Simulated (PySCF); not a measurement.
Gas-phase reaction: H₂ + 3 GaI → GaI₃ + 2 GaH

Energies from PySCF, thermal terms from the rigid-rotor harmonic-oscillator model, ideal gas at 1 bar. † marks an energy on the PBE0/def2-TZVP geometry and frequencies; other levels use their own. MP2 and CCSD(T) freeze the core. All species are closed-shell singlets. I: scalar-relativistic def2 core potential, no spin-orbit coupling. Ga: all electrons, no relativistic terms. GaH: computed as isolated molecules; such fragments, hydroxides, amides, oligomers or adducts are transient or little studied in the gas. MP2 isn't extrapolated to the basis-set limit; its ΔH°(298 K) is 138.6 kJ in def2-SVP and 141.1 kJ in def2-TZVPP. CCSD(T) isn't extrapolated to the basis-set limit; its ΔH°(298 K) is 145.4 kJ in def2-SVP and 141.9 kJ in def2-TZVPP. The harmonic model lacks anharmonicity and excited electronic states, which grow with temperature; levels with a mode under 35 cm⁻¹ are left out. Soft modes under 120 cm⁻¹ make the harmonic entropy rough for GaI₃.

```csv
level,"ΔE electronic, kJ","ΔH°(298 K), kJ","ΔS°(298 K), J/K","ΔG°(600 K), kJ"
BLYP/def2-TZVP†,233,226,-125,301
CCSD(T)/def2-SVP†,152,145,-125,220
HF/def2-TZVP†,163,156,-125,231
MP2/def2-SVP†,145,139,-125,213
PBE0/def2-QZVP†,177,170,-125,245
PBE0/def2-TZVP,178,171,-125,246
LDA/def2-TZVP†,168,161,-125,236
```
ΔH° is lowest at MP2/def2-SVP† and highest at BLYP/def2-TZVP†. No reference value is set beside these.
